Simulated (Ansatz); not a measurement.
Ansatz (a program for electronic structure) input file for HfO2, SMILES [O]=[Hf]=[O] (connectivity only; charge and spin as stated), charge -1, multiplicity 2, PBE-D3(BJ)/def2-TZVPD. 

Ansatz 0.2 input:
```yaml
crystal:
  periodic: [false, false, false]
  atoms:
    - {symbol: Hf, position_ang: [0.00000000, 0.00000000, 0.18675591]}
    - {symbol: O, position_ang: [0.00000000, 1.51465381, -0.84040161]}
    - {symbol: O, position_ang: [0.00000000, -1.51465381, -0.84040161]}
basis:
  gaussian:
    orbitals: def2-TZVPD
hamiltonian:
  xc: pbe
  dispersion: d3bj
total_charge: -1
magnetization: {spin_polarized: true, initial_magnetization: 1}
relax: {f_tol: 0.002, max_steps: 200}
```

Output:

```
WARN ansatz: RAYON_NUM_THREADS=1 ignored (pool sized by the plan → 1); use --threads N
Functional definition: PBE
integrals: 0.04 GiB planned
735 factors; their error is unknown
mean field: 0.41 GiB planned
mean field evaluation 1: about -5398.5170 eV, gradient 2.9e1 eV
mean field evaluation 2: about -5203.6487 eV, gradient 2.0e2 eV
mean field evaluation 4: about -5401.6762 eV, gradient 5.6e0 eV
mean field evaluation 8: about -5401.8408 eV, gradient 1.0e-1 eV
mean field evaluation 16: about -5401.8409 eV, gradient 4.5e-5 eV
mean field evaluation 32: about -5397.7595 eV, gradient 2.3e1 eV
mean field -5401.84085139 eV, -198.5139897894 hartree, gradient 4.5e-5 eV, S^2 0.753423; 3 other end points of the search recorded, 0 dependent functions left out
the calculation of the forces begins
reference -5401.84089254 eV, -198.5139913014 hartree; 15, 14 occupied and 108, 109 virtual orbitals, 735 factors
relax step   1: F+E_penalty+E_count = -5401.88126374 eV  Δ(F+E_penalty+E_count) = +0.000e0 eV  max|allowed force component| = 4.437e-1 eV/Å  Δτ_max = 0.0000 Å  (94 SCF iters, accepted)
these checks for a lower state are left out or cut short: starts, cluster_reference, orbital_swaps, neighbouring_geometries, increment
integrals: 0.04 GiB planned
735 factors; their error is unknown
mean field: 0.41 GiB planned
mean field -5401.84417346 eV, -198.5141118733 hartree, gradient 1.6e-5 eV, S^2 0.753500; 0 other end points of the search recorded, 0 dependent functions left out
the calculation of the forces begins
reference -5401.84421435 eV, -198.5141133759 hartree; 15, 14 occupied and 108, 109 virtual orbitals, 735 factors
relax step   2: F+E_penalty+E_count = -5401.88476914 eV  Δ(F+E_penalty+E_count) = -3.505e-3 eV  max|allowed force component| = 2.865e-1 eV/Å  Δτ_max = 0.0327 Å  (39 SCF iters, accepted)
these checks for a lower state are left out or cut short: starts, cluster_reference, orbital_swaps, neighbouring_geometries, increment
integrals: 0.04 GiB planned
735 factors; their error is unknown
mean field: 0.41 GiB planned
mean field -5401.84622127 eV, -198.5141871287 hartree, gradient 2.6e-5 eV, S^2 0.753470; 0 other end points of the search recorded, 0 dependent functions left out
the calculation of the forces begins
reference -5401.84626226 eV, -198.5141886350 hartree; 15, 14 occupied and 108, 109 virtual orbitals, 735 factors
relax step   3: F+E_penalty+E_count = -5401.88674838 eV  Δ(F+E_penalty+E_count) = -1.979e-3 eV  max|allowed force component| = 8.832e-3 eV/Å  Δτ_max = 0.0122 Å  (33 SCF iters, accepted)
these checks for a lower state are left out or cut short: starts, cluster_reference, orbital_swaps, neighbouring_geometries, increment
integrals: 0.04 GiB planned
735 factors; their error is unknown
mean field: 0.41 GiB planned
mean field -5401.84622185 eV, -198.5141871500 hartree, gradient 1.5e-5 eV, S^2 0.753470; 0 other end points of the search recorded, 0 dependent functions left out
the calculation of the forces begins
reference -5401.84626284 eV, -198.5141886564 hartree; 15, 14 occupied and 108, 109 virtual orbitals, 735 factors
relax step   4: F+E_penalty+E_count = -5401.88675153 eV  Δ(F+E_penalty+E_count) = -3.142e-6 eV  max|allowed force component| = 4.166e-3 eV/Å  Δτ_max = 0.0004 Å  (33 SCF iters, accepted)
these checks for a lower state are left out or cut short: starts, cluster_reference, orbital_swaps, neighbouring_geometries, increment
integrals: 0.04 GiB planned
735 factors; their error is unknown
mean field: 0.41 GiB planned
mean field evaluation 64: about -5401.8462 eV, gradient 2.2e-5 eV
mean field -5401.84622092 eV, -198.5141871158 hartree, gradient 2.2e-5 eV, S^2 0.753469; 0 other end points of the search recorded, 0 dependent functions left out
the calculation of the forces begins
reference -5401.84626191 eV, -198.5141886223 hartree; 15, 14 occupied and 108, 109 virtual orbitals, 735 factors
relax step   5: F+E_penalty+E_count = -5401.88675218 eV  Δ(F+E_penalty+E_count) = -6.568e-7 eV  max|allowed force component| = 2.525e-5 eV/Å  Δτ_max = 0.0002 Å  (24 SCF iters, accepted)
integrals: 0.04 GiB planned
735 factors; their error is unknown
mean field: 0.41 GiB planned
mean field evaluation 96: about -5400.9880 eV, gradient 4.2e0 eV
mean field -5401.84622092 eV, -198.5141871158 hartree, gradient 2.2e-5 eV, S^2 0.753469; 4 other end points of the search recorded, 0 dependent functions left out
the calculation of the forces begins
reference -5401.84626191 eV, -198.5141886223 hartree; 15, 14 occupied and 108, 109 virtual orbitals, 735 factors
Total energy: -5401.88679318 eV, -198.5156781188 hartree
Atom 0 at     0.000000     0.000000     0.207477 Å, force     0.000000     0.000000    -0.000025 eV/Å
Atom 1 at     0.000000     1.497140    -0.850762 Å, force    -0.000000    -0.000001     0.000013 eV/Å
Atom 2 at    -0.000000    -1.497140    -0.850762 Å, force    -0.000000     0.000001     0.000013 eV/Å
Dipole moment:     0.000000     0.000000     0.918619 e Å
```

The run converged.

Cost: roughly 40 core-seconds.
